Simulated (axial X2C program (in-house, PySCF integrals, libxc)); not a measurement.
**SbAs: bond constants with and without spin–orbit coupling**

All values were computed with an in-house relativistic program for diatomic molecules. Spin-free means the one-electron spin-free X2C Hamiltonian; two-component (2c) means X2C with spin–orbit coupling and atomic mean-field two-electron Coulomb and Gaunt terms, so the difference of the two also holds small scalar two-electron terms. Basis: Sb dyall-cv3z [11s12p8d4f1g], As dyall-cv3z [9s9p6d4f1g] (cores contracted in-house); Gaussian nuclei, density fitting, unrestricted open shells. Masses: Sb 120.904 u, As 74.922 u.

State, spin-free: M_S = 0, Λ = 0 (closed shell); electrons by block: σα: 18, σβ: 18, π+α: 9, π+β: 9, π-α: 9, π-β: 9, δ+α: 3, δ+β: 3, δ-α: 3, δ-β: 3. Fragments: Sb + As.

State, 2c: Ω = 0 (closed shell); electrons by block: 1/2: 27, -1/2: 27, 3/2: 12, -3/2: 12, 5/2: 3, -5/2: 3. Fragments: Sb + As.

| Hamiltonian | level | Re (Å) | ωe (cm⁻¹) | Be (cm⁻¹) | De (eV) | k (mdyn/Å) | μ (D) |
| --- | --- | --- | --- | --- | --- | --- | --- |
| spin-free | PBE0 | 2.277 | 374.9 | 0.0703 | 3.10 | 3.83 | -0.95 |
| spin-free | HF | 2.246 | 412.6 | 0.07227 | -0.072 | 4.64 | -1.09 |
| spin-free | MP2 | 2.354 | 307.0 | 0.06579 | 3.04 | 2.57 | n/a |
| spin-free | CCSD | 2.307 | 358.1 | 0.0685 | 2.57 | 3.5 | n/a |
| spin-free | CCSD(T) | 2.329 | 338.3 | 0.06719 | 2.94 | 3.12 | n/a |
| spin-free | BLYP | 2.332 | 335.3 | 0.06703 | 3.77 | 3.06 | -0.87 |
| 2c | PBE0 | 2.280 | 372.3 | 0.07013 | 3.06 | 3.78 | -0.96 |
| 2c | BLYP | 2.335 | 333.1 | 0.06687 | 3.69 | 3.02 | -0.89 |

Correlated methods: 10 electrons correlated (number of frozen shells: Sb 4 s, 3 p, 2 d; As 3 s, 2 p, 1 d), 292 virtual spin orbitals or spinors in MP2, 88 natural virtuals in coupled cluster.

Dipoles are positive if As is the positive end.

The state is one determinant whose occupation by symmetry is held fixed; it was picked as the lowest of a PBE0 search that is not exhaustive. Closed shells are restricted here (equal orbitals for both partners); the stretched side of such a curve lies too high. De is counted from the lowest determinant-based energies of the atoms at the same level, without counterpoise correction. CCSD and (T) use frozen natural virtuals with an MP2 correction for the truncation; (T) itself is uncorrected, so its De runs slightly low. With the outer-core shells frozen, correlated bond lengths of heavy atoms tend to come out a few hundredths of an ångström too long.

No reliable constants came from CCSD (2c), CCSD(T) (2c), HF (2c), MP2 (2c): no minimum in range, unconverged points, a curve that is not smooth, a change of character along it, or the two Hamiltonians disagreeing along it.

Rough cost a point (2c) on 1 thread(s) of a shared host, integrals apart: PBE0 1.2 s, BLYP 0.6 s.

The whole task took 3.4 min on 1 thread of Arm Neoverse V1 (shared host).
